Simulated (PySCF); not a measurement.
Delta-SCF ions had no search for a lower state. Excitations are Tamm–Dancoff values on a coarser integration grid. The basis has no diffuse functions, so Rydberg states are missing or too high.

# C8H13BO, SMILES `B[C@@H]1C[C@H]2C[C@@H]1[C@H](C=O)C2` (charge 0, multiplicity 1)

Calculation: PySCF 2.14.0 with PBE0-D4/def2-TZVP // PBE0-D4/def2-SVP.

HOMO: -7.36 eV
dipole moment: 2.36 D
HOMO–LUMO gap: 5.80 eV
LUMO: -1.56 eV
S1 excitation (TDA): 4.28 eV
S1 oscillator strength: 0.000
T1 excitation (TDA): 3.66 eV
S1–T1 gap (TDA): 0.62 eV
vertical ionisation energy (Delta-SCF): 9.36 eV
total energy: -412.3861 Ha
cost: very roughly 16 core-minutes

```xyz
23

B      2.3512     0.8357    -0.7599
C      1.4468    -0.1514     0.0192
C      0.8534    -1.4123    -0.6752
C     -0.6032    -1.4147    -0.1863
C     -0.4592    -0.9040     1.2527
C      0.2621     0.3855     0.8444
C     -0.7618     0.9978    -0.1479
C     -1.7844     1.8097     0.6044
O     -2.9384     1.5108     0.7597
C     -1.3441    -0.2456    -0.8539
H      2.4256     2.0010    -0.4325
H      3.0769     0.4367    -1.6436
H      2.2389    -0.4835     0.7392
H      1.3755    -2.3294    -0.3617
H      0.9161    -1.3654    -1.7731
H     -1.1085    -2.3837    -0.3065
H      0.1600    -1.5554     1.8895
H     -1.4266    -0.7329     1.7499
H      0.5618     1.0688     1.6532
H     -0.2468     1.6998    -0.8274
H     -1.3750     2.7500     1.0606
H     -2.4265    -0.2954    -0.6613
H     -1.1939    -0.2222    -1.9434
```
Charge 0, spin multiplicity 1.
